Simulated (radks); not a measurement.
All-electron atom: Ge+ in [Ar] 3d10 4s2 4p1.

Calculated with a radial shooting solver on a logarithmic mesh with Libxc functionals: scalar-relativistic Kohn-Sham, PBE, spin-polarised, spherical densities, point nucleus; open shells are filled with parallel spins first.

Energy parts (eV):
| part | energy |
|---|---|
| total | -57104.964 |
| kinetic | 58140.040 |
| electron-nucleus | -137356.113 |
| Hartree | 24268.644 |
| exchange-correlation | -2157.535 |

Orbitals (lengths in bohr, moments of r in powers of bohr; <r^-3> diverges for s and p1/2; r(90%) holds 90 % of the orbital's charge):
orbital  occ.  eigenvalue (eV)   <1/r>      <r>  <r^-3>  r(90%)
1s up       1        -10970.25   32.38  0.04700       -  0.0840
1s down     1        -10970.22   32.38  0.04700       -  0.0840
2s up       1        -1380.785   7.107   0.2100       -   0.325
2s down     1        -1380.776   7.106   0.2100       -   0.325
2p up       3        -1207.721   6.967   0.1837   994.5   0.300
2p down     3        -1207.694   6.967   0.1837   994.5   0.300
3s up       1        -177.4888   2.283   0.6242       -   0.934
3s down     1        -177.4479   2.283   0.6242       -   0.933
3p up       3        -124.6236   2.129   0.6471   134.5   0.995
3p down     3        -124.5736   2.130   0.6469   134.5   0.995
3d up       5         -38.3209   1.780   0.7364   14.16    1.25
3d down     5         -38.2181   1.784   0.7333   14.21    1.24
4s up       1         -20.2738  0.6426    2.033       -    3.03
4s down     1         -19.3203  0.6472    2.025       -    3.03
4p up       1         -11.6714  0.5073    2.541   7.718    3.87
4p down     0         -10.6744  0.5058    2.560   7.745    3.92

The highest occupied level is 4p up at -11.671 eV. For comparison, the ionisation energy in NIST's Atomic Spectra Database is 15.935 eV (measured). In exact Kohn-Sham theory the highest level is minus the ionisation energy, but local and semilocal functionals leave it too shallow, through self-interaction and a potential that decays too fast; potentials with the right tail come closer. Spin moment in Bohr magnetons: 1.
